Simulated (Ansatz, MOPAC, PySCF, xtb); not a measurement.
Complex: C2H2 (SMILES C#C) (first 4 atoms) with CH2O (SMILES C=O); geometry from B3LYP-D3(BJ)/def2-TZVP, rigid monomers moved along the line of their centres of mass till H4···O6 is 3.13 Å.
(charge 0, multiplicity 1):
| atom | x (Å) | y (Å) | z (Å) |
|---|---|---|---|
| C | 0.4486 | 0.0475 | -0.6377 |
| C | -0.2297 | -0.0232 | 0.3473 |
| H | 1.0422 | 0.1093 | -1.5169 |
| H | -0.8198 | -0.0847 | 1.2355 |
| C | 0.2311 | 0.0493 | 4.6198 |
| O | -0.9359 | -0.0832 | 4.3662 |
| H | 0.9944 | 0.1317 | 3.8240 |
| H | 0.5966 | 0.0950 | 5.6621 |

Counterpoise-corrected where a basis set is named; no monomer relaxation. Rows marked so take none.

Frozen-core correlation. Rows in 6-31G*, STO-3G carry no dispersion term and start afresh at each structure (6-31G* with six Cartesian d functions). MP2/6-31G* freezes PySCF's default core. The state that AM1 reach isn't checked.

Programs: Ansatz (Gaussian basis) for Hartree–Fock, density functionals and correlated methods; MOPAC for AM1 (differences of heats of formation); PySCF for 6-31G* rows, STO-3G rows, the dispersion terms; xtb for the GFN methods. 

```csv
level,interaction energy (meV)
AM1,-18.9
GFN1-xTB,-26.8
HF/STO-3G (no counterpoise),-19.3
PBE-D3(BJ)/def2-TZVPPD,-71.8
r2SCAN/def2-TZVPPD,-55.5
r2SCAN-D4/def2-TZVPPD,-63.0
B3LYP/6-31G* (no counterpoise),-73.2
MP2/6-31G*,___
CCSD(T)/aug-cc-pVDZ,-62.6
```

Task: Fill in the missing entries.

Result: 
- MP2/6-31G*, interaction energy (meV): -52.0

Ansatz is a first-principles code.
